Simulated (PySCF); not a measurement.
Simulated C 1s region for `C(=O)C[AsH2]`, binding energy against the vacuum level.

Every computed line was given a Gaussian of 0.5 eV full width at half maximum and an area set by the number of equivalent atoms; the highest printed point is 100. Method: delta-SCF UKS SCAN, pcX-2 on the ionised atom, pcseg-1 elsewhere, spin-free X2C in PySCF.

```tsv
binding energy (eV)	intensity
290.4	0
290.5	2
290.6	6
290.7	16
290.8	36
290.9	63
291.0	89
291.1	100
291.2	90
291.3	65
291.4	38
291.5	18
291.6	7
291.7	2
291.8	0
291.9	0
292.0	0
292.1	0
292.2	0
292.3	0
292.4	0
292.5	0
292.6	0
292.7	0
292.8	0
292.9	0
293.0	0
293.1	0
293.2	2
293.3	6
293.4	17
293.5	37
293.6	64
293.7	90
293.8	100
293.9	89
294.0	64
294.1	37
294.2	17
294.3	6
294.4	2
294.5	0
```

Count the maxima, the lines and the sites behind this envelope.

The curve has 2 maxima (at 291.1 and 293.8 eV). Under it lie 2 lines from 2 inequivalent carbon sites.

Decompose the envelope and assign each component. Numbering: `[O:1]=[CH:2][CH2:3][AsH2:4]`.

```tsv
position (eV)	relative area	line	atoms	environment
291.10	1	C 1s	C3	sp3 carbon next to a carbonyl
293.80	1	C 1s	C2	aldehyde carbon
```

Above which line width would these two lines show one maximum?

Two equal Gaussians merge once their distance is under 2σ = FWHM/1.177. With 2.70 eV between them that is a full width over 3.18 eV.

The listed C 1s values span 2.70 eV, from C3 (bonded to C, 2 H and As) to C2 (bonded to O (double bond), C and H).

The curve has no shake-up lines and no vibrational structure. Spin contamination (⟨S²⟩ against 0.75 for a pure doublet) is marked for C 1s of C2 (0.87), which makes this value less certain. Geometry: PBE0-D3(BJ)/def2-SVP, one conformer, isolated molecule.

On one thread of an x86-64 server (shared host), this took 21 s.

Conformer computed: `[O:1]=[CH:2][CH2:3][AsH2:4]`: O1–C2–C3–As4 1°, H–As4–C3–C2 45°, H–As4–C3–C2 -47°.
